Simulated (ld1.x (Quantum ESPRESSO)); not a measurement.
**u(r) = r·R(r): atom against pseudo-atom (Cl (Z = 17))**

Columns: radius, all-electron u(r) and pseudo u(r) of the 3s shell (level -21.27 eV) of chlorine in the configuration [Ne] 3s1 3p6; PBEsol, scalar-relativistic, RRKJ scheme, ld1.x (Quantum ESPRESSO) 7.5.

```
r (bohr)  all-electron  pseudo
   0.079        0.1724  0.0397
   0.158       -0.1594  0.0798
   0.237       -0.3879  0.1214
   0.316       -0.4377  0.1657
   0.395       -0.3540  0.2149
   0.474       -0.1947  0.2709
   0.553       -0.0044  0.3353
   0.632        0.1874  0.4083
   0.711        0.3634  0.4885
   0.790        0.5150  0.5726
   0.869        0.6391  0.6557
   0.948        0.7356  0.7324
   1.027        0.8060  0.7973
   1.106        0.8530  0.8462
   1.185        0.8796  0.8769
   1.264        0.8892  0.8896
   1.343        0.8850  0.8864
   1.422        0.8697  0.8707
   1.501        0.8459  0.8462
   1.580        0.8158  0.8158
   1.659        0.7811  0.7811
   1.738        0.7434  0.7434
   1.817        0.7039  0.7039
   1.896        0.6635  0.6635
   1.975        0.6231  0.6231
   2.054        0.5832  0.5832
```

Question: How many radial nodes do the two functions have?

Answer: The all-electron 3s function has n − l − 1 = 2; the pseudo-wave has 0, since the states of the same l below it are removed with the core.

Question: At about which radius was the pseudo-wave matched?

Answer: 1.58 bohr. The columns agree to 0.0005 from 1.50 bohr on; several derivatives are matched, so the curves merge somewhat inside the radius.

Question: Where does each function peak?

Answer: Outermost all-electron maximum near 1.26 bohr, pseudo maximum near 1.26 bohr (to the table’s step).

Question: Is the pseudo-wave norm-conserving?

Answer: Yes: the RRKJ scheme keeps the norm inside the radius equal to the all-electron one, which fixes the energy derivative of the logarithmic derivative at the level.
